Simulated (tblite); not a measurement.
Species: C₆H₇O₂ (doublet state).
Z-matrix (Å and degrees, GFN2-xTB geometry), rows numbered from 1:
```
C 
C   1  1.2718
C   2  1.5096  1  136.97
C   3  1.5355  2   90.75  1  -178.22
C   4  1.5294  3   90.95  2    -0.55
C   5  1.4901  2  110.39  1   -64.45
O   6  1.2045  5  125.83  2   -89.37
O   6  1.3448  5  111.60  2    88.59
H   1  1.0596  2  145.17  3  -179.50
H   3  1.0888  2  113.14  1   -60.25
H   3  1.0884  2  112.88  1    64.44
H   4  1.0869  3  114.76  2   116.64
H   4  1.0878  3  114.12  2  -115.46
H   5  1.0880  2  111.25  1    59.08
H   8  0.9699  6  110.00  5  -176.77
```

Calculated harmonic vibrations of the isolated species, GFN2-xTB (tblite), most abundant isotopes, no scaling. The method is semi-empirical: single wavenumbers can be off by several per cent or more. One conformer, not necessarily the lowest. Open shells enter through the occupations alone, without spin polarisation, and single modes of such species can be off by tens of per cent.

Harmonic wavenumbers (cm⁻¹): 56.2, 56.6, 126.4, 232.3, 320.7, 391.7, 416.7, 573.1, 595.4, 605.3, 652.3, 672.1, 685.1, 789.9, 798.1, 868.9, 963.3, 1017.7, 1043.1, 1049.9, 1090.7, 1096.4, 1124.8, 1177.1, 1198.7, 1229.9, 1252.5, 1301.0, 1436.2, 1463.9, 1763.2, 1797.3, 2995.9, 2999.3, 3010.1, 3031.0, 3031.8, 3255.4, 3452.5.

A = 3262, B = 1875, C = 1405 MHz; mass 111.045 u (most abundant isotopes); point group C1, symmetry number 1; spin multiplicity 2.

Task: Zero-point energy?

Result: ½Σν̃ = 24811 cm⁻¹ = 70.94 kcal/mol.

Task: What is S at 400 K and 1 bar for an ideal gas of classical rigid rotors and harmonic oscillators?

Result: Translation 41.52, rotation 28.89, vibration 29.07, spin (R ln 2) 1.38: S = 100.9 cal/(mol K).

Task: And Cp and H(400 K) − H(0)?

Result: Cp = 39.79 cal/(mol K), of which vibrations give 31.85 (their classical limit is 39 R = 77.5); H(400 K) − H(0) = 9.29 kcal/mol without the zero-point energy, 6.11 from vibrations.

Task: Blend soft modes into free rotors: weight 1/[1 + (100 cm⁻¹/ν̃)⁴] for the oscillator and the rest for a rotor with moment μB/(μ + B), μ = h/(8π²ν), B = 10⁻⁴⁴ kg m². What vibrational entropy results?

Result: 26.27 cal/(mol K) in place of 29.07, which changes −T·S at 400 K by +1.12 kcal/mol.

Task: Which modes carry the vibrational entropy at 400 K?

Result: 56.2 cm⁻¹: 5.17; 56.6 cm⁻¹: 5.15; 126.4 cm⁻¹: 3.57; 232.3 cm⁻¹: 2.40; 320.7 cm⁻¹: 1.81; 391.7 cm⁻¹: 1.46 cal/(mol K); the other 33 give 9.51 together.

Hindered rotation and anharmonicity are outside this model. Other conformers, if any are populated, would add a mixing term that is left out. The structure is chiral; the term R ln 2 for an equal mix with its mirror image is left out.
